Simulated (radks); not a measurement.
Task: Tb49+, 16 electrons, occupied as [Ne] 3s2 3p4. All-electron calculation, scalar-relativistic Kohn-Sham, LB94 model potential, spin-polarised, spherical densities, finite nucleus; open shells are filled with parallel spins first (spin-orbit coupling, left out, can overturn this in heavy ions); Fermi nuclear charge, rms radius 5.06 fm. Program: a radial shooting solver on a logarithmic mesh with Libxc functionals. Some entries of the table are withheld. Estimate them.

orbital  occ.  eigenvalue (eV)  <1/r> (bohr^-1)
1s up       1        -55436.67            73.17
1s down     1        -55436.63            73.17
2s up       1        -11923.12            17.18
2s down     1        -11921.35            17.17
2p up       3        -10990.88            15.99
2p down     3        -10986.52            15.98
3s up       1              (1)            6.887
3s down     1              (2)            6.899
3p up       3        -4414.573            6.532
3p down     1        -4403.942            6.547
3d up       0        -4128.430            6.245
3d down     0        -4123.692            6.260
4s up       0        -2496.744            3.674
4s down     0        -2490.922            3.669

Result: 
(1) 3s up eigenvalue (eV): -4696.981
(2) 3s down eigenvalue (eV): -4685.215
